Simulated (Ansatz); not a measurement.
Geometry optimisation, Ansatz, UHF/def2-SVP.

Input:

```yaml
crystal:
  periodic: [false, false, false]
  atoms:
    - { symbol: C, position_ang: [-0.03945, 1.10644, 0.23775] }
    - { symbol: C, position_ang: [-0.07061, -0.02152, -0.42123] }
    - { symbol: Si, position_ang: [-0.58149, -1.73648, -0.14778] }
    - { symbol: F, position_ang: [-2.07057, -1.59218, 0.51384] }
    - { symbol: H, position_ang: [-0.28396, 1.24816, 1.28751] }
    - { symbol: H, position_ang: [0.28437, 2.01079, -0.26271] }
magnetization:
  spin_polarized: true
  initial_magnetization: 1
basis:
  gaussian: { orbitals: def2-SVP }
hamiltonian:
  xc: hf
relax:
  f_tol: 0.015
  max_steps: 40
output:
  orbitals: {}
```

Launched with:

```bash
$ ansatz run input.yaml --threads 1 --pin off --max-ram 2048MiB --backend cpu --events-out ev --progress --plain --runs-dir out
```

Task: Where does it end, and by what steps?

Result: The run converged. After 10 steps the energy has fallen by 0.259 eV; H5 moved furthest, 0.65 Å.

```csv
step,energy less start (eV),largest force component (eV/Å),accepted
0,0.0000,1.904,yes
1,-0.1047,0.852,yes
2,-0.0721,1.021,no
3,-0.1419,0.478,yes
4,-0.1719,0.447,yes
5,-0.2035,0.560,yes
6,-0.2185,0.723,yes
7,-0.2538,0.187,yes
8,-0.2571,0.055,yes
9,-0.2590,0.056,yes
10,-0.2591,0.012,yes
```

```xyz
6
Properties=species:S:1:pos:R:3
C 0.032 1.225 0.303
C -0.326 -0.006 -0.029
Si -0.606 -1.829 0.080
F -2.224 -1.891 -0.034
H 0.323 1.489 1.318
H 0.039 2.027 -0.430
```

Time of the run: 24 s on 1 thread of Arm Neoverse V1, with other jobs on the host, peak memory 0.14 GiB.
